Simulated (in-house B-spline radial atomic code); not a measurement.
Orbital energies and mean radii along the 13-electron series, configuration [Ne] 3s2 3p1. The effective charge is n√(-2ε), a non-relativistic measure. Computed with a radial B-spline atomic code at the basis-set limit: non-relativistic Hartree-Fock, average of the configuration, point nuclei.

This level leaves out relativity, spin-orbit splitting included, which matters for heavy ions.

| ion | Z | energy of 3s (Eh) | mean radius of 3s (bohr) | energy of 2p (Eh) | mean radius of 2p (bohr) | energy of 3p (Eh) | mean radius of 3p (bohr) | energy of 1s (Eh) | mean radius of 1s (bohr) | effective charge of 3s |
| --- | --- | --- | --- | --- | --- | --- | --- | --- | --- | --- |
| Tb52+ | 65 | -173.75 | 0.2306 | -411.03 | 0.082685 | -169.91 | 0.21789 | -1943.98 | 0.023317 | 55.923 |
| Dy53+ | 66 | -180.03 | 0.22672 | -425.51 | 0.081339 | -176.12 | 0.21415 | -2006.75 | 0.02296 | 56.926 |
| Ho54+ | 67 | -186.42 | 0.22297 | -440.24 | 0.080036 | -182.45 | 0.21053 | -2070.52 | 0.022614 | 57.928 |
| Er55+ | 68 | -192.93 | 0.21934 | -455.21 | 0.078775 | -188.88 | 0.20703 | -2135.29 | 0.022279 | 58.93 |
| Tm56+ | 69 | -199.55 | 0.21582 | -470.44 | 0.077552 | -195.43 | 0.20365 | -2201.06 | 0.021953 | 59.932 |
| Yb57+ | 70 | ? | ? | ? | ? | ? | ? | ? | ? | ? |
| Lu58+ | 71 | -213.12 | 0.20912 | -501.64 | 0.075218 | -208.86 | 0.19721 | -2335.6 | 0.021329 | 61.936 |
| Hf59+ | 72 | -220.07 | 0.20593 | -517.61 | 0.074103 | -215.74 | 0.19414 | -2404.37 | 0.02103 | 62.938 |
| Ta60+ | 73 | ? | ? | ? | ? | ? | ? | ? | ? | ? |
| W61+ | 74 | -234.3 | 0.19982 | -550.32 | 0.071969 | -229.83 | 0.18828 | -2544.92 | 0.020457 | 64.942 |
| Re62+ | 75 | -241.59 | 0.1969 | -567.04 | 0.070947 | -237.05 | 0.18548 | -2616.69 | 0.020181 | 65.943 |
| Os63+ | 76 | -248.98 | 0.19407 | -584.02 | 0.069954 | -244.37 | 0.18277 | -2689.46 | 0.019914 | 66.945 |
| Ir64+ | 77 | -256.49 | 0.19131 | -601.24 | 0.068989 | -251.81 | 0.18013 | -2763.23 | 0.019653 | 67.947 |
| Pt65+ | 78 | -264.1 | 0.18863 | -618.72 | 0.068049 | -259.36 | 0.17756 | -2838 | 0.019399 | 68.948 |
| Au66+ | 79 | -271.83 | 0.18603 | -636.45 | 0.067135 | -267.02 | 0.17507 | -2913.77 | 0.019151 | 69.95 |
| Hg67+ | 80 | -279.67 | 0.1835 | -654.42 | 0.066246 | -274.79 | 0.17265 | -2990.54 | 0.01891 | 70.951 |
| Tl68+ | 81 | ? | ? | ? | ? | ? | ? | ? | ? | ? |
| Pb69+ | 82 | -295.69 | 0.17864 | -691.12 | 0.064535 | -290.66 | 0.168 | -3147.08 | 0.018445 | 72.954 |

(1) Fill in the row of Yb57+.

(2) Fill in the row of Ta60+.

(3) Fill in the row of Tl68+.

(4) How does the screening of 3s change?

Results:

(1) energy of 3s (Eh): -206.28; mean radius of 3s (bohr): 0.21242; energy of 2p (Eh): -485.91; mean radius of 2p (bohr): 0.076367; energy of 3p (Eh): -202.09; mean radius of 3p (bohr): 0.20038; energy of 1s (Eh): -2267.83; mean radius of 1s (bohr): 0.021636; effective charge of 3s: 60.934.

(2) energy of 3s (Eh): -227.13; mean radius of 3s (bohr): 0.20283; energy of 2p (Eh): -533.84; mean radius of 2p (bohr): 0.07302; energy of 3p (Eh): -222.73; mean radius of 3p (bohr): 0.19117; energy of 1s (Eh): -2474.14; mean radius of 1s (bohr): 0.020739; effective charge of 3s: 63.94.

(3) energy of 3s (Eh): -287.62; mean radius of 3s (bohr): 0.18103; energy of 2p (Eh): -672.65; mean radius of 2p (bohr): 0.065379; energy of 3p (Eh): -282.67; mean radius of 3p (bohr): 0.17029; energy of 1s (Eh): -3068.31; mean radius of 1s (bohr): 0.018675; effective charge of 3s: 71.953.

(4) Z less the effective charge goes from 9.08 at Z = 65 to 9.05 at Z = 82.
